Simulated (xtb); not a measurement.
2-(disilanyl)ethanol (C2H10OSi2), SMILES OCC[SiH2][SiH3]. All values are semi-empirical tight-binding results from xtb (GFN2-xTB unless named), good for trends rather than for accurate numbers. The structure is a stationary point at GFN2-xTB. The values are those of a single conformer.

The orbital gap is 4.48 eV and the dipole moment is 1.80 D. The zero-point energy is 68.1 kcal/mol and the G − E(el) at 298.15 K (modified RRHO) comes out as 46.7 kcal/mol. The static polarisability (D4 model) is 88.9 bohr³ and the solvation energy, GFN2-xTB/ALPB(water) is -4.2 kcal/mol. The solvation energy, GFN2-xTB/ALPB(toluene) comes out as -3.6 kcal/mol.
